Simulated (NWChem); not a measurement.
System: MoNHSClF; SMILES [Mo]([F])(=[S])(=[NH])[Cl]

Input file for NWChem:

```
start job
memory heap 200 mb stack 900 mb global 1100 mb
geometry units angstroms noautoz
  Mo    -0.271912     0.055507    -0.008456
  N     -1.127587     0.105207    -1.476734
  H     -1.342112     0.439073    -2.416272
  S      1.144388     1.606371    -0.061607
  F     -1.465042     0.327560     1.369031
  Cl     0.818514    -1.928405     0.059788
end
basis spherical
  * library def2-svp
end
ecp
  Mo library def2-ecp
end
dft
  xc becke97-2
  iterations 150
  mulliken
end
task dft energy
```

Excerpt of the output:

```
             Northwest Computational Chemistry Package (NWChem) 7.3.0
             --------------------------------------------------------

 C1  symmetry detected

                             Geometry "geometry" -> ""
                             -------------------------

 Output coordinates in angstroms (scale by  1.889725989 to convert to a.u.)

  No.       Tag          Charge          X              Y              Z
 ---- ---------------- ---------- -------------- -------------- --------------
    1 Mo                  42.0000    -0.24146638     0.09007746    -0.04642678
    2 N                    7.0000    -0.79304490     0.24054116    -1.64755510
    3 H                    1.0000    -0.78841404     0.60017365    -2.60194609
    4 S                   16.0000     1.31809448     1.47489638     0.20646914
    5 F                    9.0000    -1.63752149     0.48651340     1.08887545
    6 Cl                  17.0000     0.59585282    -2.00259871     0.17537479

 Effective nuclear repulsion energy (a.u.)     691.9048906838

                                 NWChem DFT Module
                                 -----------------

 Summary of "ao basis" -> "ao basis" (spherical)
 ------------------------------------------------------------------------------
       Tag                 Description            Shells   Functions and Types
 ---------------- ------------------------------  ------  ---------------------
 Mo                         def2-svp                11       31   5s3p2d1f
 N                          def2-svp                 6       14   3s2p1d
 H                          def2-svp                 3        5   2s1p
 S                          def2-svp                 8       18   4s3p1d
 F                          def2-svp                 6       14   3s2p1d
 Cl                         def2-svp                 8       18   4s3p1d

            General Information
            -------------------
          SCF calculation type: DFT
          Wavefunction type:  closed shell.
          No. of atoms     :     6
          No. of electrons :    64
           Alpha electrons :    32
            Beta electrons :    32
          Charge           :     0
          Spin multiplicity:     1
          Use of symmetry is: off; symmetry adaption is: off
          Maximum number of iterations: 150
          AO basis - number of functions:   100
                     number of shells:    42
          Convergence on energy requested:  1.00D-06
          Convergence on density requested:  1.00D-05
          Convergence on gradient requested:  5.00D-04

              XC Information
              --------------
                   Becke 97-2 Method XC Functional
                     Hartree-Fock (Exact) Exchange  0.210
                 Becke 1997-2  Exchange Functional  1.000
                Becke 1997-2 Correlation Potential  1.000

             Grid Information
             ----------------
          Grid used for XC integration:  medium
          Radial quadrature: Mura-Knowles
          Angular quadrature: Lebedev.
          Tag              B.-S. Rad. Rad. Pts. Rad. Cut. Ang. Pts.
          ---              ---------- --------- --------- ---------
          Mo                  1.45      123           9.0       590
          N                   0.65       49           9.0       434
          H                   0.35       45          11.0       434
          S                   1.00       88          10.0       590
          F                   0.50       49          10.0       434
          Cl                  1.00       88          11.0       590
          Grid pruning is: on
          Number of quadrature shells:   442
          Spatial weights used:  Erf1

      Superposition of Atomic Density Guess
      -------------------------------------

 Sum of atomic energies:       -1087.99879756

      Non-variational initial energy
      ------------------------------

 Total energy =   -1078.613996
 1-e energy   =   -2167.312670
 2-e energy   =     759.794652
 HOMO         =      -0.333672
 LUMO         =      -0.057830

     ---------------------------------------------
      Total Density - Mulliken Population Analysis
     ---------------------------------------------

    Atom       Charge   Shell Charges
 -----------   ------   -------------------------------------------------------
    1 Mo  14    11.47  -0.39  1.55  0.87  0.31  0.05  5.94  0.35  0.15  2.12  0.47  0.06
    2 N    7     7.96   1.99  1.10  0.57  2.61  1.68  0.01
    3 H    1     0.74   0.58  0.12  0.04
    4 S   16    16.74   2.00  1.99  1.25  0.65  5.94  1.93  2.95  0.03
    5 F    9     9.65   1.99  1.15  0.81  3.53  2.16  0.00
    6 Cl  17    17.43   2.00  1.99  1.23  0.71  5.94  2.17  3.37  0.01

   convergence    iter        energy       DeltaE   RMS-Dens  Diis-err
 ---------------- ----- ----------------- --------- --------- ---------
 d= 0,ls=0.0,diis     1  -1081.1830970944 -1.41D+03  5.19D-02  3.36D+00
 d= 0,ls=0.0,diis     2  -1074.5857005485  6.60D+00  4.55D-02  4.55D+01
 d= 0,ls=0.0,diis     3  -1081.4736638152 -6.89D+00  1.01D-02  1.38D+00
 d= 0,ls=0.0,diis     4  -1081.5993434225 -1.26D-01  3.00D-03  2.97D-01
 d= 0,ls=0.0,diis     5  -1081.6301570235 -3.08D-02  1.29D-03  1.42D-02
  Resetting Diis
 d= 0,ls=0.0,diis     6  -1081.6310449573 -8.88D-04  7.33D-04  7.61D-03
 d= 0,ls=0.0,diis     7  -1081.6318960328 -8.51D-04  1.04D-03  1.80D-03
 d= 0,ls=0.0,diis     8  -1081.6301101218  1.79D-03  7.53D-04  1.63D-02
 d= 0,ls=0.0,diis     9  -1081.6320879404 -1.98D-03  1.46D-04  3.40D-04
 d= 0,ls=0.0,diis    10  -1081.6321270644 -3.91D-05  4.69D-05  4.26D-05
 d= 0,ls=0.0,diis    11  -1081.6321330350 -5.97D-06  4.94D-06  3.14D-07
 d= 0,ls=0.0,diis    12  -1081.6321330768 -4.17D-08  1.66D-06  2.43D-08

         Total DFT energy =    -1081.632133076754
      One electron energy =    -2171.037054117794
           Coulomb energy =      840.077996496679
    Exchange-Corr. energy =      -79.577097370418
 Nuclear repulsion energy =      328.904021914779

 Numeric. integr. density =       64.000002128779

                       DFT Final Molecular Orbital Analysis
                       ------------------------------------

 Vector   30  Occ=2.000000D+00  E=-3.315171D-01
              MO Center= -2.4D-02, -8.4D-01, -4.3D-01, r^2= 3.8D+00
   Bfn.  Coefficient  Atom+Function         Bfn.  Coefficient  Atom+Function
  ----- ------------  ---------------      ----- ------------  ---------------
    95      0.432789  6 Cl pz                92      0.325531  6 Cl pz
    36      0.251137  2 N  py                35     -0.220108  2 N  px
    39     -0.197504  2 N  py                89      0.187167  6 Cl pz
    38      0.173995  2 N  px                94      0.174773  6 Cl py
    16      0.153926  1 Mo d -1              37      0.128798  2 N  pz

 Vector   31  Occ=2.000000D+00  E=-3.067649D-01
              MO Center=  8.0D-01,  5.9D-01,  1.6D-01, r^2= 3.6D+00
   Bfn.  Coefficient  Atom+Function         Bfn.  Coefficient  Atom+Function
  ----- ------------  ---------------      ----- ------------  ---------------
    61      0.339792  4 S  px                93     -0.300602  6 Cl px
    62     -0.286519  4 S  py                58      0.260805  4 S  px
    19      0.252669  1 Mo d  2              59     -0.222457  4 S  py
    90     -0.214454  6 Cl px                63     -0.166877  4 S  pz
    55      0.147192  4 S  px                60     -0.127876  4 S  pz

 Vector   32  Occ=2.000000D+00  E=-2.855606D-01
              MO Center=  6.0D-01,  8.2D-01, -2.6D-01, r^2= 3.7D+00
   Bfn.  Coefficient  Atom+Function         Bfn.  Coefficient  Atom+Function
  ----- ------------  ---------------      ----- ------------  ---------------
    63      0.438890  4 S  pz                60      0.330450  4 S  pz
    36     -0.235373  2 N  py                62     -0.229030  4 S  py
    35     -0.204918  2 N  px                39      0.186285  2 N  py
    57      0.185420  4 S  pz                38      0.171738  2 N  px
    59     -0.171105  4 S  py                95     -0.128459  6 Cl pz

 Vector   33  Occ=0.000000D+00  E=-1.224929D-01
              MO Center=  5.2D-03,  1.5D-01, -3.8D-02, r^2= 2.9D+00
   Bfn.  Coefficient  Atom+Function         Bfn.  Coefficient  Atom+Function
  ----- ------------  ---------------      ----- ------------  ---------------
    15      0.497104  1 Mo d -2              16     -0.428064  1 Mo d -1
    19     -0.336924  1 Mo d  2              61      0.276637  4 S  px
    63      0.250815  4 S  pz                18      0.229548  1 Mo d  1
    93      0.188016  6 Cl px                38     -0.161446  2 N  px
    35      0.151112  2 N  px                73     -0.133802  5 F  py

 Vector   34  Occ=0.000000D+00  E=-1.140006D-01
              MO Center=  1.8D-01,  4.3D-01, -1.0D-02, r^2= 2.9D+00
   Bfn.  Coefficient  Atom+Function         Bfn.  Coefficient  Atom+Function
  ----- ------------  ---------------      ----- ------------  ---------------
    19      0.636743  1 Mo d  2              16     -0.428692  1 Mo d -1
    62      0.342024  4 S  py                61     -0.235324  4 S  px
    59      0.180897  4 S  py                63      0.166155  4 S  pz
    24      0.161831  1 Mo d  2              39     -0.155475  2 N  py
    36      0.141129  2 N  py                73     -0.141740  5 F  py

 Vector   35  Occ=0.000000D+00  E=-7.697315D-02
              MO Center= -9.5D-02,  1.0D-01, -3.6D-01, r^2= 3.1D+00
   Bfn.  Coefficient  Atom+Function         Bfn.  Coefficient  Atom+Function
  ----- ------------  ---------------      ----- ------------  ---------------
    15      0.493798  1 Mo d -2              16      0.377722  1 Mo d -1
    17      0.361015  1 Mo d  0              94      0.330421  6 Cl py
    34     -0.271602  2 N  s                 39      0.253387  2 N  py
    86      0.240676  6 Cl s                 36     -0.239233  2 N  py
    62      0.223304  4 S  py                18     -0.200491  1 Mo d  1

[...]
```

Level: B97-2/def2-SVP with def2 effective core potentials on Mo. The geometry was optimised at PBE0/def2-SVP. def2 effective core potentials on Mo; no spin-orbit coupling.
